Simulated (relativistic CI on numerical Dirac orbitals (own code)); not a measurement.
## One change at a time: Ne⁸⁺

Base calculation: Dirac-Coulomb-Breit CI, orbitals from a KLI potential per configuration, model QED (radiative potential, 1s self-energy scaled to tabulated hydrogen-like ionisation energies), unscaled Slater integrals.

Configurations in the expansion: 1s², 1s2s, 1s2p, 1s3s, 1s3p, 1s3d, 1s4s, 1s4p, 1s4d, 1s4f, 1s5s, 1s5p, 1s5d, 1s5f, 1s5g, 1s6s, 1s6p, 1s6d. Levels of other configurations are missing.

The lowest level and the first level of each name with at least 55 % of one term (blank where a level has no safe partner in the second run):

```
    Level  Base (eV)  Shift (eV)
  1s² ¹S0       0.00        0.00
 1s2s ³S1     903.88       -0.09
1s2p ³P°0     913.63       -0.12
1s2p ³P°1     913.66       -0.12
1s2p ³P°2     913.86       -0.12
 1s2s ¹S0     914.20       +0.46
1s2p ¹P°1     921.27       +0.02
 1s3s ³S1    1067.85       +0.05
1s3p ³P°0    1070.52       +0.03
1s3p ³P°1    1070.53       +0.03
1s3p ³P°2    1070.59       +0.03
 1s3s ¹S0    1070.65       +0.16
 1s3d ³D1    1071.99       +0.08
 1s3d ³D2    1071.99       +0.08
 1s3d ³D3    1072.01       +0.08
 1s3d ¹D2    1072.09       +0.09
1s3p ¹P°1    1072.72       -0.01
 1s4s ³S1    1123.90       +0.08
1s4p ³P°0    1125.00       +0.07
1s4p ³P°1    1125.00       +0.07
1s4p ³P°2    1125.02       +0.07
 1s4s ¹S0    1125.07       +0.11
```

(1) One thing was changed in a second run, which moved the levels as shown. Which?
A. QED terms removed
B. configuration mixing switched off
C. one mean potential for all configurations
D. Breit term removed

## Answers

(1) C. One mean potential for all configurations. One potential for all configurations removes the relaxation of the orbitals, which moves whole configurations and changes the integrals a little.

LS names give the leading component of a level, which can be under half, so a name can repeat, a term be missing and a line seem to break the LS rules.
